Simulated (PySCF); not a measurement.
dimethylacetylene (C₄H₆), singlet, geometry from GFN2-xTB, with bond 10-4 at 2.0 times its length; PySCF with B3LYP/6-31G.

Here is a job for PySCF.
```python
from pyscf import gto, scf, dft

mol = gto.M(
    atom='''
C     0.003502    0.006812    2.047175
C     0.001025    0.001993    0.598972
C    -0.001025   -0.001993   -0.598972
C    -0.003502   -0.006812   -2.047175
H    -0.016610    1.031669    2.417917
H    -0.871960   -0.521715    2.424549
H     0.900994   -0.485783    2.421397
H    -0.024893    1.015554   -2.424658
H     0.892711   -0.501897   -2.421178
H    -1.756984   -1.068846   -2.788878
''',
    basis='6-31g',
    charge=0,
    spin=0,
    verbose=4,
)

mf = dft.RKS(mol)
mf.xc = 'b3lyp'
mf.diis_space = 2
mf.kernel()
```

The log (banner, timings and long lists left out):

```
PySCF version 2.14.0

[INPUT] verbose = 4
[INPUT] num. atoms = 10
[INPUT] num. electrons = 30
[INPUT] charge = 0
[INPUT] spin (= nelec alpha-beta = 2S) = 0
[INPUT] symmetry False subgroup None
[INPUT] Mole.unit = angstrom
[INPUT] Symbol           X                Y                Z      unit          X                Y                Z       unit  Magmom
[...]
nuclear repulsion = 98.2703308863549
number of shells = 32
number of NR pGTOs = 112
number of NR cGTOs = 48
basis = 6-31g
ecp = {}

******** <class 'pyscf.dft.rks.RKS'> ********
method = RKS
initial guess = minao
damping factor = 0
level_shift factor = 0
DIIS = <class 'pyscf.scf.diis.CDIIS'>
diis_start_cycle = 1
diis_space = 2
diis_damp = 0
SCF conv_tol = 1e-09
SCF conv_tol_grad = None
SCF max_cycles = 50
direct_scf = True
direct_scf_tol = 1e-13
XC library pyscf.dft.libxc version 7.1.2
    S. Lehtola, C. Steigemann, M. J. T. Oliveira, and M. A. L. Marques,  SoftwareX 7, 1–5 (2018)
XC functionals = b3lyp
    P. J. Stephens, F. J. Devlin, C. F. Chabalowski, and M. J. Frisch,  J. Phys. Chem. 98, 11623 (1994)
radial grids:
    Treutler-Ahlrichs [JCP 102, 346 (1995); DOI:10.1063/1.469408] (M4) radial grids

becke partition: Becke, JCP 88, 2547 (1988); DOI:10.1063/1.454033
pruning grids: <function nwchem_prune>
grids dens level: 3
symmetrized grids: False
atomic radii adjust function: <function treutler_atomic_radii_adjust>
small_rho_cutoff = 0
Set gradient conv threshold to 3.16228e-05
Initial guess from minao.
tot grids = 115320
init E= -156.080313013133
[...]
cycle= 1 E= -155.753929535052  delta_E= 0.326  |g|= 0.339  |ddm|= 2.87
[...]
cycle= 2 E= -155.656794874122  delta_E= 0.0971  |g|= 0.533  |ddm|= 1.18
[...]
cycle= 3 E= -155.788822824602  delta_E= -0.132  |g|= 0.133  |ddm|=    1
[...]
cycle= 4 E= -155.792165805147  delta_E= -0.00334  |g|= 0.132  |ddm|= 0.372
[...]
cycle= 5 E= -155.796460494598  delta_E= -0.00429  |g|= 0.059  |ddm|= 0.123
[...]
cycle= 6 E= -155.786527830236  delta_E= 0.00993  |g|= 0.151  |ddm|= 0.327
[...]
cycle= 7 E= -155.798123862671  delta_E= -0.0116  |g|= 0.0262  |ddm|= 0.224
[...]
cycle= 8 E= -155.797944074069  delta_E= 0.00018  |g|= 0.0311  |ddm|= 0.0695
[...]
cycle= 9 E= -155.798059756566  delta_E= -0.000116  |g|= 0.0235  |ddm|= 0.0708
[...]
cycle= 10 E= -155.797986105648  delta_E= 7.37e-05  |g|= 0.0304  |ddm|= 0.0592
[...]
cycle= 11 E= -155.798265986374  delta_E= -0.00028  |g|= 0.0105  |ddm|= 0.0277
[...]
[...]
[...]
cycle= 23 E= -155.798316728328  delta_E= -1.99e-06  |g|= 0.00117  |ddm|= 0.00292
[...]
cycle= 24 E= -155.798315174683  delta_E= 1.55e-06  |g|= 0.00235  |ddm|= 0.00418
[...]
cycle= 25 E= -155.798316512331  delta_E= -1.34e-06  |g|= 0.00123  |ddm|= 0.00385
[...]
cycle= 26 E= -155.798315254168  delta_E= 1.26e-06  |g|= 0.00245  |ddm|= 0.00369
[...]
cycle= 27 E= -155.798316565604  delta_E= -1.31e-06  |g|= 0.00124  |ddm|= 0.00302
[...]
cycle= 28 E= -155.798314103976  delta_E= 2.46e-06  |g|= 0.00258  |ddm|= 0.00475
[...]
cycle= 29 E= -155.798316575944  delta_E= -2.47e-06  |g|= 0.00138  |ddm|= 0.004
[...]
cycle= 30 E= -155.798315254914  delta_E= 1.32e-06  |g|= 0.00256  |ddm|= 0.00392
[...]
cycle= 31 E= -155.798315964307  delta_E= -7.09e-07  |g|= 0.00158  |ddm|= 0.00412
[...]
cycle= 32 E= -155.798313357345  delta_E= 2.61e-06  |g|= 0.00323  |ddm|= 0.00548
[...]
cycle= 33 E= -155.798316218488  delta_E= -2.86e-06  |g|= 0.00164  |ddm|= 0.00397
[...]
cycle= 34 E= -155.798311743855  delta_E= 4.47e-06  |g|= 0.00343  |ddm|= 0.00645
[...]
cycle= 35 E= -155.798315992143  delta_E= -4.25e-06  |g|= 0.0019  |ddm|= 0.00572
[...]
cycle= 36 E= -155.798313793788  delta_E= 2.2e-06  |g|= 0.00352  |ddm|= 0.00525
[...]
cycle= 37 E= -155.798314955249  delta_E= -1.16e-06  |g|= 0.00214  |ddm|= 0.00544
[...]
cycle= 38 E= -155.798309164893  delta_E= 5.79e-06  |g|= 0.00449  |ddm|= 0.00792
[...]
cycle= 39 E= -155.798315592915  delta_E= -6.43e-06  |g|= 0.00224  |ddm|= 0.00568
[...]
cycle= 40 E= -155.798307970949  delta_E= 7.62e-06  |g|= 0.00459  |ddm|= 0.00847
[...]
cycle= 41 E= -155.798314713175  delta_E= -6.74e-06  |g|= 0.00264  |ddm|= 0.00789
[...]
cycle= 42 E= -155.798310754948  delta_E= 3.96e-06  |g|= 0.00492  |ddm|= 0.00729
[...]
cycle= 43 E= -155.798313178112  delta_E= -2.42e-06  |g|= 0.00291  |ddm|= 0.00713
[...]
cycle= 44 E= -155.798300664204  delta_E= 1.25e-05  |g|= 0.00622  |ddm|= 0.0113
[...]
cycle= 45 E= -155.798314473701  delta_E= -1.38e-05  |g|= 0.00308  |ddm|= 0.00824
[...]
cycle= 46 E= -155.798301916193  delta_E= 1.26e-05  |g|= 0.00615  |ddm|= 0.011
[...]
cycle= 47 E= -155.798312035031  delta_E= -1.01e-05  |g|= 0.00365  |ddm|= 0.0107
[...]
cycle= 48 E= -155.79830424849  delta_E= 7.79e-06  |g|= 0.0069  |ddm|= 0.0104
[...]
cycle= 49 E= -155.798310161259  delta_E= -5.91e-06  |g|= 0.00395  |ddm|= 0.00935
[...]
cycle= 50 E= -155.798284420001  delta_E= 2.57e-05  |g|= 0.00852  |ddm|= 0.0159
SCF not converged.
SCF energy = -155.798284420001
```

Convergence was not reached.
